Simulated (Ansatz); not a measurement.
A nudged elastic band was laid between two geometries of AlFH₃OSi (7 atoms, charge 0, multiplicity 2).

Level of theory: Ansatz 0.2.0, UHF/def2-SVP.

- movable images: 5
- climbing image: yes
- spring: 5.0 eV/Å²
- optimiser: quadratic models (default)
- start path: IDPP
- force threshold: 0.03 eV/Å
- iteration limit: 60
- end points: relaxed

Image 0:

```xyz
7
Properties=species:S:1:pos:R:3
F 0.598 -2.948 1.322
Al -0.608 -2.095 0.578
O -0.286 -0.520 0.088
Si 0.020 1.013 -0.395
H -0.641 1.280 -1.693
H -0.498 1.974 0.606
H 1.477 1.227 -0.552
```

Image 6:

```xyz
7
Properties=species:S:1:pos:R:3
F -0.172 -2.704 1.845
Al -0.126 -2.243 0.257
O -0.027 -0.603 -0.095
Si 0.073 0.996 -0.431
H -0.883 1.350 -1.505
H -0.244 1.801 0.770
H 1.441 1.334 -0.886
```

(1) What changes between the two ends?

(2) Give the energies along the band, and the barrier.

Answers

(1) No bond is made or broken.  The two ends are copies of one structure, up to a mirror image or an exchange of like atoms.

(2) It converged. The highest image is number 6 of 0 to 6, 0.000 eV above the ends, which have the same energy within 2 meV. The highest image is an end point: on this band no image between the ends rises above it.

```
image  path coordinate (Å)  energy (eV)
    0                 0.00        0.000
    1                 0.23        0.000
    2                 0.45        0.000
    3                 0.68        0.000
    4                 0.91        0.000
    5                 1.13        0.000
    6                 1.36        0.000
```

Time of the run: 39 s on 1 thread of Arm Neoverse V2 (shared host), peak memory 0.26 GiB.
